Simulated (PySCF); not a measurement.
Ga(OH)2 (GaH2O2), SMILES [OH][Ga][OH], multiplicity 2.

Coordinates come from a B3LYP-D3(BJ)/def2-TZVP optimisation. The values are those of a single conformer.

Method: PBE/def2-TZVPD in PySCF.

Gas-phase values at a fixed geometry.

```json
{
  "total_energy": "-2076.15921 hartree",
  "point_group": "C2v",
  "α spin, highest occupied and lowest empty level": "-5.35 and -1.69 eV",
  "β spin, highest occupied and lowest empty level": "-7.15 and -4.25 eV",
  "dipole_moment": "2.71 D",
  "quadrupole, principal values (traceless, Buckingham form, about the centre of nuclear charge)": "-5.86, -0.53, 6.40 D·Å",
  "mean_static_polarisability": "48.0 bohr³ (7.11 Å³)",
  "polarisability_principal_values": "40.2, 45.2, 58.5 bohr³",
  "⟨S²⟩": "0.752 (pure state 0.75)"
}
```
